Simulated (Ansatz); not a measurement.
Frontier orbitals of CuH, SMILES `[CuH]`.

Z-matrix (Å, degrees):
```
Cu
H 1 1.485
```

Charge 0, multiplicity 1. For Cu the d shell is correlated and the shells below it are frozen. Scalar relativity is left out up to krypton. Geometry: relaxed with PBE0-D4/def2-TZVP. Basis def2-TZVPP, Ansatz 0.2.0.

A caution on the coupled-cluster cation, which keeps the state that its UHF reference found: large T1 diagnostic of the cation.

| functional | HOMO (eV) | LUMO (eV) | gap (eV) |
| --- | --- | --- | --- |
| LDA (SPW92) | -5.70 | -2.99 | 2.71 |
| PBE | -5.46 | -2.83 | 2.63 |
| revPBE | -5.38 | -2.74 | 2.64 |
| PBE0 | -6.65 | -1.85 | 4.80 |
| HSE06 (plane-wave form) | -6.23 | -2.22 | 4.01 |
| ωB97X-V | -8.97 | 0.05 | 9.02 |
| ωB97M-V | -8.95 | -0.24 | 8.71 |

**Question.** What is the vertical ionisation energy at frozen-core CCSD(T)/def2-TZVPP? (Best estimate.)

**Answer.** Computed: 9.33 eV (T1 of the cation 0.127).

From PBE to PBE0 the HOMO moves by −1.19 eV and the LUMO by +0.97 eV, and with ωB97M-V by −3.50 and +2.59 eV, so the gap grows from 2.63 to 8.72 eV with exact exchange. −ε(HOMO) differs from that ionisation energy by −3.87 eV with PBE and −0.37 eV with ωB97M-V.
